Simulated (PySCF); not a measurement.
CHI2, charge +1, multiplicity 1. Atoms are numbered in the order given.

```xyz
4

I      0.0000    -1.8072     0.0641
C      0.0000     0.0000    -0.8128
I      0.0000     1.8072     0.0641
H      0.0000     0.0000    -1.9206
```
Charge +1, spin multiplicity 1.

Coordinates come from a PBE-D3(BJ)/def2-SVP optimisation. The multiplicity is an assumed one; other spin states were not compared. The isomer is the one that the SMILES or the coordinates give; other isomers of the formula were not compared. The def2 effective core potentials stand for the cores of I; spin–orbit coupling is left out.

Method: CAM-B3LYP/def2-TZVPD in PySCF.

Mulliken values depend strongly on the basis, most of all with diffuse functions as here. ESP charges are fitted to the potential on shells at 1.4 to 2.0 van der Waals radii. Atomic charges (e):

```csv
atom,ESP fit,Mulliken
I1,0.55,0.54
C2,-0.43,-0.48
I3,0.55,0.54
H4,0.34,0.40
```
